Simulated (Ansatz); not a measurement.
The inner images of a band of CH$_{4}$BOSb (8 atoms, charge 0, multiplicity 1) are given out of order.

Theory: RKS CAM-B3LYP-D4/def2-SVP in Ansatz.

Initial state:

```xyz
8
Properties=species:S:1:pos:R:3
B -0.363 0.597 -0.704
C 0.722 0.360 0.395
O 0.896 -1.050 0.482
Sb -0.510 -1.651 -0.869
H -0.844 1.605 -1.145
H 0.357 0.789 1.357
H 1.682 0.886 0.204
H -1.847 -1.593 0.224
```

Final state:

```xyz
8
Properties=species:S:1:pos:R:3
B -0.340 0.665 -0.962
C 0.366 0.263 0.400
O 0.262 -1.204 0.445
Sb -0.945 -1.267 -1.560
H -0.424 1.778 -1.404
H -0.129 0.691 1.288
H 1.436 0.522 0.464
H -0.134 -1.504 1.273
```

Q: Put them in order from the first end to the last, with their energies above the first end.
A.
```xyz
8
Properties=species:S:1:pos:R:3
B -0.382 0.654 -0.924
C 0.396 0.265 0.401
O 0.290 -1.206 0.490
Sb -0.826 -1.306 -1.577
H -0.565 1.768 -1.333
H 0.022 0.714 1.336
H 1.473 0.492 0.347
H -0.316 -1.438 1.205
```
B.
```xyz
8
Properties=species:S:1:pos:R:3
B -0.453 0.593 -0.767
C 0.487 0.295 0.458
O 0.354 -1.149 0.666
Sb -0.650 -1.497 -1.353
H -0.789 1.665 -1.191
H 0.372 0.830 1.415
H 1.507 0.542 0.086
H -0.737 -1.337 0.631
```
C.
```xyz
8
Properties=species:S:1:pos:R:3
B -0.415 0.629 -0.883
C 0.424 0.272 0.414
O 0.308 -1.193 0.558
Sb -0.708 -1.349 -1.578
H -0.692 1.732 -1.270
H 0.164 0.756 1.371
H 1.497 0.463 0.250
H -0.486 -1.367 1.082
```
D.
```xyz
8
Properties=species:S:1:pos:R:3
B -0.409 0.619 -0.723
C 0.546 0.298 0.463
O 0.667 -1.100 0.581
Sb -0.534 -1.579 -1.106
H -0.776 1.658 -1.202
H 0.357 0.817 1.425
H 1.525 0.688 0.095
H -1.283 -1.458 0.413
```
E.
```xyz
8
Properties=species:S:1:pos:R:3
B -0.429 0.609 -0.742
C 0.505 0.293 0.469
O 0.512 -1.116 0.647
Sb -0.608 -1.536 -1.235
H -0.779 1.662 -1.202
H 0.360 0.835 1.420
H 1.509 0.600 0.086
H -0.979 -1.406 0.501
```
F.
```xyz
8
Properties=species:S:1:pos:R:3
B -0.443 0.596 -0.828
C 0.452 0.286 0.440
O 0.323 -1.169 0.639
Sb -0.650 -1.414 -1.512
H -0.769 1.682 -1.221
H 0.290 0.809 1.398
H 1.505 0.468 0.163
H -0.615 -1.316 0.865
```
G.
```xyz
8
Properties=species:S:1:pos:R:3
B -0.392 0.609 -0.711
C 0.615 0.322 0.443
O 0.796 -1.081 0.522
Sb -0.488 -1.625 -0.981
H -0.790 1.640 -1.186
H 0.366 0.790 1.419
H 1.569 0.796 0.122
H -1.584 -1.508 0.317
```

A: G (+19.7 kJ/mol), D (+81.1 kJ/mol), E (+134.2 kJ/mol), B (+50.8 kJ/mol), F (-13.6 kJ/mol), C (-28.2 kJ/mol), A (-33.0 kJ/mol).

The run took 3.2 min on 2 threads of Arm Neoverse V1 (shared host), peak memory 0.22 GiB.
